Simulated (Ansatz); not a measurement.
Reactions of `S[SiH2][GeH2][I]`.

Program: Ansatz. Geometries: PBE0-D4/def2-TZVP. ΔE: electronic, gas phase. CBS: MP2 limit from def2 TZ/QZ plus the TZ coupled-cluster correction, frozen cores. This one scheme is used for every species. Functionals use def2-TZVPP. Elements past krypton have def2 core potentials. For Ge, I outer-core shells are correlated without core-valence functions, which leaves a few kJ/mol of doubt a bond. Scalar relativity is left out up to krypton. Each species was taken in one conformer, which may not be the lowest.

```
                                                            reaction  ωB97M-V (eV)  HF/CBS(def2) (eV)  CCSD(T)/CBS(def2) (eV)
                `S[SiH2][GeH2][I]` + HI → `[I][GeH2][I]` + `[SiH3]S`         -0.57              -0.83                   -0.55
                 `S[SiH2][GeH2][I]` + H₂O → `O[SiH2]S` + `[GeH3][I]`         -0.81              -1.13                   -0.70
                  `S[SiH2][GeH2][I]` + H–F → `[F][GeH2][SiH2]S` + HI          0.43               0.23                    0.57
             `S[SiH2][GeH2][I]` + `OCS` → `SCO[SiH2]S` + `[GeH3][I]`         -0.88              -1.08                   -0.82
                      `S[SiH2][GeH2][I]` + H₂ → `S[SiH2][GeH3]` + HI          0.73               0.56                    0.79
            `S[SiH2][GeH2][I]` + CH₃OH → `C[O][GeH2][I]` + `[SiH3]S`          0.03              -0.24                    0.07
              `S[SiH2][GeH2][I]` + CH₃OH → `CO[SiH2]S` + `[GeH3][I]`         -0.75              -1.05                   -0.68
`S[SiH2][GeH2][I]` + `[OH][AlH2]` → `[AlH2][O][SiH2]S` + `[GeH3][I]`         -1.02              -1.41                   -0.96
```

Largest T1 diagnostic: 0.012, for `[OH][AlH2]`.
